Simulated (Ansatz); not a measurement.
Calculated with Ansatz (gas phase, PBE0-D4/def2-TZVP geometries, no zero-point term in ΔE). CCSD(T)/CBS adds triple-zeta CCSD(T) − MP2 to the extrapolated MP2 energy (def2 sets, frozen cores). This one scheme is used for every species, atoms too. DFT in def2-TZVPP. Open shells (•) are unrestricted, without spin–orbit coupling. Spin–orbit coupling would lower the free atoms: a little for Al, Cl, Si; strongly for Sn. def2 core potentials past Kr. For Sn outer-core shells are correlated without core-valence functions, so the limit isn't a true one: a few kJ/mol of doubt a bond, and 10 to 20 or more in all where bonds break to atoms.

`[SiH3][Al]([Cl])[SnH3]` → Al• + Cl• + 6 H• + Si• + Sn•  (atomization)

`[SiH3][Al]([Cl])[SnH3]`:

Cartesian coordinates in Å:
```
Si 2.167 -0.248 0.739
Al 0.248 -0.332 -0.786
Cl 0.588 -1.087 -2.725
Sn -2.234 0.438 -0.236
H 2.397 1.158 1.181
H 1.876 -1.053 1.960
H 3.420 -0.761 0.121
H -2.285 2.093 0.199
H -3.306 0.220 -1.548
H -2.870 -0.429 1.095
```

What is ΔE at CCSD(T)/CBS? (Estimate.)

Ansatz gave: +27.06 eV.

What do these levels give: CAM-B3LYP-D4, ωB97M-V, B2PLYP, PBE, MP2/def2-SVP, CCSD/def2-SVP? (Estimate.)

Computed: CAM-B3LYP-D4 26.75, ωB97M-V 26.79, B2PLYP 26.23, PBE 26.20, MP2/def2-SVP 24.65, CCSD/def2-SVP 24.76 eV.

Largest T1 diagnostic among the species: 0.018.

In def2-TZVPP, CCSD(T) changes the Hartree–Fock value by +6.12 eV (the triples alone add +0.30 eV) and MP2 by +5.71 eV; breaking electron pairs costs correlation energy, which Hartree–Fock lacks. Leaving LDA and LC-ωPBE aside and taking each functional with its dispersion term where it has one, the values, not all of them listed here, spread over 1.45 eV, from revPBE-D4 to B97M-V. LDA lies +3.52 eV from PBE without D4, its usual overbinding.

For atomizations the MP2-based limit and the directly extrapolated one differ by several kJ/mol either way, and by 10 to 25 for some Ge, Se and Sn compounds, so smaller differences from it don't rank the levels.
